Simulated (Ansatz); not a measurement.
## Molecular dynamics of C3H11Al3

input.yaml

```yaml
crystal:
  periodic: [false, false, false]
  atoms:
    - { symbol: C, position_ang: [2.644048, 1.519484, 1.145892] }
    - { symbol: Al, position_ang: [2.250419, 0.132425, -0.146125] }
    - { symbol: Al, position_ang: [0.419281, -1.334668, 0.052214] }
    - { symbol: C, position_ang: [-1.344222, -0.936286, -0.63688] }
    - { symbol: C, position_ang: [-1.411967, 0.400917, -1.444816] }
    - { symbol: Al, position_ang: [-2.585048, -1.032245, 0.817191] }
    - { symbol: H, position_ang: [2.614866, 2.518834, 0.673439] }
    - { symbol: H, position_ang: [1.956512, 1.556066, 2.008778] }
    - { symbol: H, position_ang: [3.665027, 1.408287, 1.554607] }
    - { symbol: H, position_ang: [3.241009, 0.076477, -1.303256] }
    - { symbol: H, position_ang: [0.489438, -2.673278, 0.782757] }
    - { symbol: H, position_ang: [-1.586125, -1.774583, -1.323848] }
    - { symbol: H, position_ang: [-0.66769, 0.445781, -2.268431] }
    - { symbol: H, position_ang: [-1.223031, 1.280075, -0.795967] }
    - { symbol: H, position_ang: [-2.401983, 0.5673, -1.91882] }
    - { symbol: H, position_ang: [-3.218264, -2.356615, 1.190415] }
    - { symbol: H, position_ang: [-2.861269, 0.201628, 1.65295] }
basis:
  gaussian: { orbitals: STO-3G }
hamiltonian:
  xc: pbe
md:
  timestep: 1.0
  n_steps: 388
  ensemble: nvt_langevin
  temperature: 300.0
  initial_velocities: maxwell_boltzmann
  seed: 58695
  friction: 0.01
  masses: [{ species: H, mass: 10.0 }]
```

Run as:

```bash
$ ansatz run input.yaml --threads 1 --pin off --max-ram 2048MiB --backend cpu --events-out ev --progress --plain --runs-dir out
```

It starts from a relaxed structure.

Output, in part (step lines, the closing report, with atoms numbered from 0):

```
md step     0: t =     0.00 fs  T =   282.4 K  F+E_penalty+E_count = -22787.08948231 eV  E_kin = 0.620448 eV  (22 SCF iters)
md step     1: t =     1.00 fs  T =   271.1 K  F+E_penalty+E_count = -22787.08160710 eV  E_kin = 0.595677 eV  (26 SCF iters)
md step     2: t =     2.00 fs  T =   250.6 K  F+E_penalty+E_count = -22787.06098418 eV  E_kin = 0.550689 eV  (26 SCF iters)
md step     3: t =     3.00 fs  T =   216.8 K  F+E_penalty+E_count = -22787.03388692 eV  E_kin = 0.476293 eV  (26 SCF iters)
md step     4: t =     4.00 fs  T =   206.9 K  F+E_penalty+E_count = -22787.00435829 eV  E_kin = 0.454722 eV  (26 SCF iters)
md step     5: t =     5.00 fs  T =   182.0 K  F+E_penalty+E_count = -22786.97671883 eV  E_kin = 0.399990 eV  (20 SCF iters)
md step     6: t =     6.00 fs  T =   173.7 K  F+E_penalty+E_count = -22786.95388572 eV  E_kin = 0.381603 eV  (19 SCF iters)
md step     7: t =     7.00 fs  T =   162.3 K  F+E_penalty+E_count = -22786.93616464 eV  E_kin = 0.356593 eV  (19 SCF iters)
[... lines left out ...]
md step   385: t =   385.00 fs  T =   332.3 K  F+E_penalty+E_count = -22786.43712241 eV  E_kin = 0.730203 eV  (26 SCF iters)
md step   386: t =   386.00 fs  T =   308.8 K  F+E_penalty+E_count = -22786.39180341 eV  E_kin = 0.678624 eV  (26 SCF iters)
md step   387: t =   387.00 fs  T =   276.1 K  F+E_penalty+E_count = -22786.36084458 eV  E_kin = 0.606640 eV  (26 SCF iters)
md step   388: t =   388.00 fs  T =   285.3 K  F+E_penalty+E_count = -22786.35864027 eV  E_kin = 0.627032 eV  (23 SCF iters)
Total energy: -22786.35867326 eV, -837.3832360938 hartree
Atom 0 at     2.370930     1.305464     1.568642 Å, force    -2.164693    -3.056228     0.869601 eV/Å
Atom 1 at     2.258575    -0.120523     0.220632 Å, force    -0.704227     0.380600    -0.541319 eV/Å
Atom 2 at     0.337068    -1.400461    -0.433294 Å, force     0.756762     0.241422     0.972634 eV/Å
Atom 3 at    -1.344115    -0.840022    -1.223806 Å, force     0.871090     0.013063     0.561918 eV/Å
Atom 4 at    -1.313683     0.469506    -2.060912 Å, force     2.210154    -0.636828    -0.496414 eV/Å
Atom 5 at    -2.661255    -0.809023     0.163508 Å, force    -0.181124    -1.769228    -0.208120 eV/Å
Atom 6 at     2.151706     2.238929     1.153963 Å, force    -0.972568     2.286846    -1.357831 eV/Å
Atom 7 at     1.580374     1.127090     2.393124 Å, force     1.626107     0.399638    -0.946921 eV/Å
Atom 8 at     3.349249     1.452039     1.955065 Å, force     1.491531    -0.251916     1.202510 eV/Å
Atom 9 at     3.421037    -0.277450    -0.753419 Å, force     0.305154     0.108825     0.250214 eV/Å
Atom 10 at     0.424528    -2.907051    -0.128859 Å, force    -0.249431     0.199074    -0.169914 eV/Å
Atom 11 at    -1.412829    -1.728458    -1.893832 Å, force    -0.814819     0.371760    -0.090092 eV/Å
Atom 12 at    -0.492453     0.495028    -2.861119 Å, force    -0.955884     0.100117     0.948218 eV/Å
Atom 13 at    -1.287775     1.403683    -1.501964 Å, force     0.738907     0.430252     0.872612 eV/Å
Atom 14 at    -2.239006     0.568221    -2.547308 Å, force    -2.153711     0.059943    -1.858224 eV/Å
Atom 15 at    -3.252779    -2.198571     0.496221 Å, force     0.137854     0.596604    -0.033004 eV/Å
Atom 16 at    -3.052046     0.339338     1.037036 Å, force     0.058898     0.526055     0.024132 eV/Å
Dipole moment:     0.000015     0.056910    -0.055426 e Å
```

The steps, from the saved trajectory:

```json
{"time (fs)": "0.0", "T (K)": "282", "potential energy less start (eV)": "0.000"}
{"time (fs)": "12.0", "T (K)": "153", "potential energy less start (eV)": "0.197"}
{"time (fs)": "24.0", "T (K)": "172", "potential energy less start (eV)": "0.185"}
{"time (fs)": "36.0", "T (K)": "199", "potential energy less start (eV)": "0.254"}
{"time (fs)": "48.0", "T (K)": "175", "potential energy less start (eV)": "0.325"}
{"time (fs)": "60.0", "T (K)": "193", "potential energy less start (eV)": "0.339"}
{"time (fs)": "72.0", "T (K)": "242", "potential energy less start (eV)": "0.394"}
{"time (fs)": "84.0", "T (K)": "250", "potential energy less start (eV)": "0.365"}
{"time (fs)": "96.0", "T (K)": "269", "potential energy less start (eV)": "0.384"}
{"time (fs)": "108.0", "T (K)": "208", "potential energy less start (eV)": "0.422"}
{"time (fs)": "120.0", "T (K)": "260", "potential energy less start (eV)": "0.351"}
{"time (fs)": "132.0", "T (K)": "178", "potential energy less start (eV)": "0.512"}
{"time (fs)": "144.0", "T (K)": "200", "potential energy less start (eV)": "0.457"}
{"time (fs)": "156.0", "T (K)": "173", "potential energy less start (eV)": "0.449"}
{"time (fs)": "168.0", "T (K)": "211", "potential energy less start (eV)": "0.353"}
{"time (fs)": "180.0", "T (K)": "271", "potential energy less start (eV)": "0.359"}
{"time (fs)": "192.0", "T (K)": "195", "potential energy less start (eV)": "0.448"}
{"time (fs)": "204.0", "T (K)": "261", "potential energy less start (eV)": "0.438"}
{"time (fs)": "216.0", "T (K)": "261", "potential energy less start (eV)": "0.506"}
{"time (fs)": "228.0", "T (K)": "335", "potential energy less start (eV)": "0.479"}
{"time (fs)": "240.0", "T (K)": "297", "potential energy less start (eV)": "0.557"}
{"time (fs)": "252.0", "T (K)": "419", "potential energy less start (eV)": "0.379"}
{"time (fs)": "264.0", "T (K)": "242", "potential energy less start (eV)": "0.703"}
{"time (fs)": "276.0", "T (K)": "434", "potential energy less start (eV)": "0.636"}
{"time (fs)": "288.0", "T (K)": "437", "potential energy less start (eV)": "0.721"}
{"time (fs)": "300.0", "T (K)": "302", "potential energy less start (eV)": "0.867"}
{"time (fs)": "312.0", "T (K)": "359", "potential energy less start (eV)": "0.553"}
{"time (fs)": "324.0", "T (K)": "350", "potential energy less start (eV)": "0.610"}
{"time (fs)": "336.0", "T (K)": "223", "potential energy less start (eV)": "0.683"}
{"time (fs)": "348.0", "T (K)": "327", "potential energy less start (eV)": "0.575"}
{"time (fs)": "360.0", "T (K)": "252", "potential energy less start (eV)": "0.682"}
{"time (fs)": "372.0", "T (K)": "349", "potential energy less start (eV)": "0.499"}
{"time (fs)": "384.0", "T (K)": "350", "potential energy less start (eV)": "0.608"}
```

All steps were run. A run of 0.39 ps of so small a system gives no equilibrium averages. Limits of this set-up: minimal basis.

The same pairs are bonded in the first frame and the last. Pairs count as bonded within 1.25 times the sum of covalent radii (0.12 Å more for H–H).

Last frame:

```xyz
17
Properties=species:S:1:pos:R:3
C 2.371 1.306 1.569
Al 2.259 -0.120 0.221
Al 0.337 -1.401 -0.433
C -1.344 -0.840 -1.224
C -1.314 0.469 -2.061
Al -2.661 -0.809 0.164
H 2.152 2.239 1.154
H 1.580 1.127 2.393
H 3.349 1.452 1.955
H 3.421 -0.277 -0.753
H 0.424 -2.907 -0.129
H -1.413 -1.728 -1.894
H -0.492 0.495 -2.861
H -1.288 1.404 -1.502
H -2.239 0.568 -2.547
H -3.253 -2.199 0.496
H -3.052 0.339 1.037
```

Time of the run: 28 min on 1 thread of Arm Neoverse V1, on a shared host, peak memory 0.11 GiB.
